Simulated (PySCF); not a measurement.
**WF⁺ at TPSSh**

Computed with TPSSh; basis W def2-TZVPPD with ECP60, F def2-TZVPPD; scalar-relativistic core potentials; PySCF 2.14.

```
state                                                                                                             : ⁵Π (quintet), unpaired electrons σ ↑, π ↑, δ ↑↑
bond length                                                                                                       : 1.794 Å
harmonic wavenumber                                                                                               : 779 cm⁻¹
force constant                                                                                                    : 6.15 mdyn/Å
rotational constant Be                                                                                            : 0.3043 cm⁻¹
anharmonicity ωexe                                                                                                : 3.04 cm⁻¹
vibration–rotation constant αe                                                                                    : 0.00160 cm⁻¹
bond order (Mayer)                                                                                                : 1.33
dipole moment (positive dipole points towards F; it is taken about the centre of mass and depends on that origin) : -2.93 D
```

De is left out where the level can put another filling of the metal’s s and d shells below the measured ground configuration, by anything from nothing to about 1 eV. These are scalar-relativistic numbers at best; spin–orbit coupling would shift them, the dissociation energy most. With d or f electrons several states lie close, and the lowest PBE0 determinant need not be the measured ground state.
